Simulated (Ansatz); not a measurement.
CHBr₂I, SMILES `BrC(Br)I`, relaxed with RKS PBE-D4/def2-SVP in Ansatz 0.2.0 from a rough embedded geometry. The force threshold is 0.03 eV/Å; the program also tests the step.

The species carries charge 0 and has multiplicity 1. I: def2 effective core potential.

Start:

```xyz
5

Br   -1.747   -0.758    0.057
C    -0.044    0.151   -0.023
Br    0.934   -0.113    1.616
I     1.104   -0.507   -1.556
H    -0.247    1.227   -0.094
```

```
step   energy (eV)  largest force (eV/Å)  largest move (Å)
   1  -149205.8362                 1.979             0.000
   2  -149206.0312                 0.487             0.195
   3  -149206.0423                 0.720             0.089
   4  -149206.0712                 0.051             0.045
   5  -149206.0716                 0.009             0.006
```

End:

```xyz
5

Br   -1.782   -0.747    0.073
C    -0.049    0.123    0.031
Br    0.916   -0.082    1.701
I     1.144   -0.495   -1.694
H    -0.228    1.201   -0.111
```

It took 6 s on 4 threads of an Arm Neoverse V2 on a shared host, with 0.17 GiB of host memory at the peak.
